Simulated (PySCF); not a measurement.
Dipole moment and polarisability of cyclo-(F2GeS)2

Cyclo-(F2GeS)2.
Cartesian coordinates in Å at the PBE0-D3(BJ)/def2-SVP level; atoms count from 1:
```
atom  x, y, z in Å
Ge1   -0.6576    1.2187    0.2102
F2    -2.2509    1.4792    0.7913
F3    -0.0718    2.8118   -0.0423
S4    -0.5649   -0.0450   -1.6040
Ge5    0.6894   -1.2411   -0.2297
F6     2.2839   -1.4949   -0.8117
F7     0.1109   -2.8374    0.0195
S8     0.5994    0.0231    1.5830
```

Level: PBE0/def2-SVPD (PySCF), static field, nuclei fixed, core orbitals frozen in the response. The polarisability tensor in these axes (au):

```
x    79.86 -10.57   5.81
y   -10.57  90.76   3.95
z     5.81   3.95  93.03
```

Task: What are the eigenvalues, a third of the trace, and Δα (Δα² = ½Σ(αi − αj)² over the three pairs)?

Result: Principal values 71.17, 95.23 and 97.26 au; mean 87.89 au = 13.02 Å³ = 14.49 × 10⁻⁴⁰ C²·m²/J; Δα = 25.14 au (29 % of the mean).

Task: What is the dipole moment?

Result: 0.02 D; point group D2h allows none, and the residue is numerical.

Task: Give the eigenvalues of the traceless quadrupole moment Θ = ½Σq(3rr − r²1), origin at the centre of nuclear charge.

Result: -8.40, -4.43, 12.84 D·Å. The electronic extent ⟨r²⟩ about the same centre is 2004 bohr², a root-mean-square distance of 2.06 Å for the 132 electrons.

Task: Give the principal axes and the span of the nuclei along them.

Result: Largest value along (-0.47, 0.87, 0.16), where the nuclei span 4.98 Å; middle along (0.34, 0.02, 0.94), 3.39 Å; least along (0.81, 0.50, -0.31), 2.69 Å. The response follows the extents in order.

Task: Sum over states: ᾱ = Σ f/ω², ω in Eh. What share falls to these 15 lowest TDDFT singlets (eV, f)? 4.73, 0.0000; 5.32, 0.0000; 5.55, 0.0000; 5.83, 0.0000; 6.13, 0.0316; 6.42, 0.0450; 6.97, 0.0009; 7.25, 0.0000; 7.26, 0.0059; 7.30, 0.0000; 7.67, 0.0775; 7.82, 0.0000; 7.90, 0.0000; 7.98, 0.0000; 8.13, 0.0001.

Result: They add up to 2.50 au, 2.8 % of the 87.89 au; the largest single term is 0.98 au, from the state at 7.67 eV. Terms in order: 0.00, 0.00, 0.00, 0.00, 0.62, 0.81, 0.01, 0.00, 0.08, 0.00, 0.98, 0.00, 0.00, 0.00, 0.00 au. Higher excitations give the rest. The strengths listed sum to 0.161.

Task: Find the Langevin capture rate constant for NO+ (29.998 u) meeting this molecule (287.780 u), k = 2.342 × 10⁻⁹ cm³/s × √(α in Å³ / reduced mass in u).

Result: The reduced mass is 27.17 u, so k = 1.62 × 10⁻⁹ cm³/s.

Isolated species at its PBE0-D3(BJ)/def2-SVP geometry (one conformer only). The calculation is non-relativistic, for germanium too.
